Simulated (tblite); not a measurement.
Compound: C7H9FO (charge +1 and doublet state).
Numbering: `[CH3:1][O:2][C@@:3]12[CH2:4][CH+:5][C:6]([F:7])[C@@H:8]1[CH2:9]2` (hydrogens: H10, H11, H12 on C1; H13, H14 on C4; H15 on C5; H16 on C8; H17, H18 on C9)

Computed with GFN2-xTB (tblite), gas phase: L-BFGS steps from a force-field or distance-geometry start until the largest atomic force falls under 0.01 eV/Å.

Step 29: E = -757.6845 eV
```
atom  x, y, z in Å  |  force x, y, z in eV/Å
C1      2.5371    0.2768    0.1493    0.068   0.031   0.018
O2      1.4232    0.2225   -0.7117    0.017  -0.018   0.065
C3      0.2164   -0.2141   -0.3763   -0.019   0.032  -0.098
C4     -0.2117   -0.6787    1.0097    0.034  -0.040  -0.046
C5     -1.5180    0.0037    1.2651    0.054  -0.092  -0.008
C6     -1.9470    0.7183    0.2023   -0.018   0.048   0.172
F7     -3.0120    1.4926    0.2152    0.067   0.080  -0.018
C8     -1.0828    0.6845   -0.9584   -0.066   0.006   0.021
C9     -0.6635   -0.6315   -1.5073    0.085  -0.180   0.020
H10     2.3270    0.0263    1.1874   -0.032   0.022  -0.028
H11     2.9570    1.2830    0.0826    0.028   0.037  -0.001
H12     3.2824   -0.4240   -0.2467    0.004   0.051  -0.016
H13    -0.3189   -1.7677    1.0174   -0.024  -0.012   0.068
H14     0.5060   -0.4262    1.7955   -0.099   0.053  -0.025
H15    -1.9989   -0.0280    2.2266   -0.057  -0.034   0.005
H16    -1.0017    1.5752   -1.5637    0.104   0.043  -0.048
H17    -1.2989   -1.4819   -1.3131   -0.118  -0.084  -0.031
H18    -0.2046   -0.6244   -2.4856   -0.029   0.057  -0.051
```

Step 30: E = -757.6895 eV
```
atom  x, y, z in Å  |  force x, y, z in eV/Å
C1      2.5353    0.2778    0.1473    0.086   0.000   0.035
O2      1.4243    0.2101   -0.7177    0.079   0.001   0.063
C3      0.2178   -0.2197   -0.3767    0.008   0.025  -0.157
C4     -0.2053   -0.6783    1.0089   -0.041  -0.028   0.016
C5     -1.5168   -0.0043    1.2589    0.007  -0.083   0.047
C6     -1.9427    0.7215    0.2027   -0.013   0.018   0.153
F7     -3.0067    1.4961    0.2173    0.049   0.094  -0.004
C8     -1.0804    0.6867   -0.9573   -0.018   0.020   0.020
C9     -0.6661   -0.6324   -1.5038    0.027  -0.158  -0.024
H10     2.3181    0.0247    1.1840   -0.015   0.051  -0.031
H11     2.9483    1.2889    0.0820    0.011  -0.034  -0.006
H12     3.2872   -0.4250   -0.2375   -0.030   0.117  -0.027
H13    -0.3045   -1.7679    1.0267   -0.003  -0.010   0.074
H14     0.5025   -0.4049    1.7972   -0.081   0.014  -0.043
H15    -2.0030   -0.0462    2.2174   -0.055  -0.028   0.012
H16    -0.9878    1.5756   -1.5621    0.082   0.068  -0.061
H17    -1.3144   -1.4740   -1.3137   -0.090  -0.101  -0.017
H18    -0.2148   -0.6222   -2.4854   -0.003   0.032  -0.052
```

Question: Estimate the geometry and energy of step 31. (The exact step hangs on the optimiser's Hessian estimate; all steps are aligned on step 30, rigid shifts and turns removed.)

Answer: E = -757.6937 eV, largest force 0.142 eV/Å
```
atom  x, y, z in Å  |  force x, y, z in eV/Å
C1      2.5347    0.2794    0.1462    0.056  -0.005   0.055
O2      1.4257    0.2019   -0.7203    0.096   0.017   0.003
C3      0.2188   -0.2242   -0.3788    0.018  -0.005  -0.120
C4     -0.2009   -0.6789    1.0083   -0.100  -0.012   0.026
C5     -1.5156   -0.0126    1.2548   -0.055  -0.039   0.069
C6     -1.9392    0.7244    0.2054    0.037  -0.012   0.068
F7     -2.9996    1.5020    0.2193    0.018   0.104   0.024
C8     -1.0789    0.6877   -0.9563    0.040   0.014   0.019
C9     -0.6675   -0.6363   -1.5012   -0.048  -0.076  -0.066
H10     2.3112    0.0243    1.1805    0.004   0.067  -0.001
H11     2.9413    1.2939    0.0811    0.010  -0.070  -0.006
H12     3.2894   -0.4237   -0.2314   -0.015   0.133  -0.046
H13    -0.2942   -1.7682    1.0356    0.019  -0.025   0.069
H14     0.4971   -0.3886    1.7985   -0.038  -0.010  -0.042
H15    -2.0062   -0.0611    2.2103   -0.057  -0.030   0.037
H16    -0.9739    1.5752   -1.5623    0.048   0.049  -0.040
H17    -1.3279   -1.4701   -1.3152   -0.042  -0.098  -0.008
H18    -0.2232   -0.6189   -2.4862    0.009  -0.003  -0.040
```

The energy changes by -0.0042 eV. The first-order estimate −F·Δx gives -0.0060 eV and the mean of the old and new forces, exact on a quadratic surface, -0.0042 eV. The step makes an angle of 71° with the force vector and moves no atom by more than 0.017 Å.

The cost below is that of the whole relaxation. Hardware: an Arm Neoverse V1 with one thread, shared host with 64 logical CPUs at a one-minute load of 19. Cost: 0.86 s of wall time.
